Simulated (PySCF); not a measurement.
# TiOCl2: computed shieldings and shifts

TiOCl2, Cl2OTi, point group Cs.

Geometry:
```tsv
atom	x (Å)	y (Å)	z (Å)
Ti1	0.077	-0.005	0.037
O2	1.636	-0.096	0.185
Cl3	-0.750	2.047	-0.034
Cl4	-0.964	-1.945	-0.188
```

GIAO calculations in PySCF on the PBE0-D3(BJ)/def2-SVP structure: isolated species, non-relativistic, equivalent atoms averaged; basis pcSseg-1 (pcSseg-2 on Ti).

Question: Give the isotropic shieldings (ppm) with B3LYP, PBE, PBE0.

Answer: 
```json
{"atoms": "Ti1", "environment": "Ti bonded to 2 Cl, O", "B3LYP": "-627", "PBE": "-660", "PBE0": "-564"}
{"atoms": "Cl3/Cl4", "environment": "chlorine bonded to Ti", "B3LYP": "263", "PBE": "207", "PBE0": "330"}
{"atoms": "O2", "environment": "oxygen bonded to Ti", "B3LYP": "-1035.4", "PBE": "-859.2", "PBE0": "-1038.7"}
{"atoms": "HOMO–LUMO gap (eV)", "environment": "–", "B3LYP": "4.76", "PBE": "3.04", "PBE0": "5.41"}
```

Question: And the chemical shifts, against references computed in the same way?

Answer: 
```tsv
atoms	nucleus, reference	B3LYP	PBE	PBE0
Ti1	49Ti, TiCl4	-374	-328	-376
Cl3/Cl4	35Cl, HCl	667	727	613
O2	17O, H2O	1369.4	1193.9	1373.3
```

Question: Which part of the shielding of Ti1 depends on the functional?

Answer: Diamagnetic: B3LYP 1612, PBE 1613, PBE0 1612 ppm; paramagnetic: B3LYP -2240, PBE -2273, PBE0 -2176 ppm. The diamagnetic part, set mainly by inner electrons, hardly moves; the paramagnetic part goes with low-lying magnetically allowed excitations and carries the spread.

Unscaled 17O shifts of doubly bonded oxygen tend to come out too high, by tens of ppm or more. Experimental scales use liquid or dissolved standards, which lie at an offset from isolated H2O (liquid H2O: subtract about 36 ppm).
